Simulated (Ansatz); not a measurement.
C10H10, SMILES C=C1C(=C)C(=C)C(=C)C1=C.

Geometry optimised at PBE0-D3(BJ)/def2-SVP.

Two levels are set side by side: PBE/def2-SVPD (Ansatz, an electronic-structure program) and CAM-B3LYP/def2-SVPD (Ansatz). Energy differences of separate SCF runs at the same geometry. Differences are taken from unrounded values.

| quantity | CAM-B3LYP |
|---|---|
| vertical singlet–triplet gap (eV) | 2.33 |

Question: What does PBE give, and how far is it from CAM-B3LYP? (An estimate is asked for; the answer gives what the named calculation found.)

Answer: 
| quantity | PBE | PBE minus CAM-B3LYP |
|---|---|---|
| vertical singlet–triplet gap (eV) | 1.94 | -0.39 |
